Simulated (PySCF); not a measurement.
C₅H₅F. Atoms are numbered in the order given.

```xyz
11

C     -0.7751    -2.6384     0.0000
C      0.1321    -1.6964     0.0000
C      1.0434    -0.7431     0.0000
C      0.8026     0.7061     0.0000
C     -0.4015     1.2873     0.0000
F     -0.5427     2.6166     0.0000
H     -1.1718    -3.0533     0.9350
H     -1.1718    -3.0533    -0.9350
H      2.0963    -1.0511     0.0000
H      1.6801     1.3584     0.0000
H     -1.3581     0.7560     0.0000
```

Geometry: B3LYP-D3(BJ)/def2-SVP. The structure was generated by enumeration; whether it is a known compound was not checked. One conformer was computed; it need not be the lowest.

Method: PBE/pcSseg-1 (PySCF).

GIAO shieldings, no solvent; atoms alike by connectivity are averaged. δ = σ(ref) − σ: ¹³C against TMS (σ = 182.0 ppm); ¹⁹F against CFCl3 (σ = 133.6 ppm); ¹H against TMS (σ = 31.49 ppm), references at their B3LYP-D3(BJ)/def2-TZVP geometries, non-relativistic.

Computed chemical shifts:
| nucleus | atoms | count | δ (ppm) |
|---|---|---|---|
| ¹³C | C2 | 1 | 222.9 |
| ¹³C | C5 | 1 | 166.5 |
| ¹³C | C4 | 1 | 109.6 |
| ¹³C | C3 | 1 | 91.2 |
| ¹³C | C1 | 1 | 83.7 |
| ¹⁹F | F6 | 1 | -124.4 |
| ¹H | H11 | 1 | 7.55 |
| ¹H | H9 | 1 | 5.80 |
| ¹H | H7, H8 | 2 | 5.57 |
| ¹H | H10 | 1 | 5.47 |
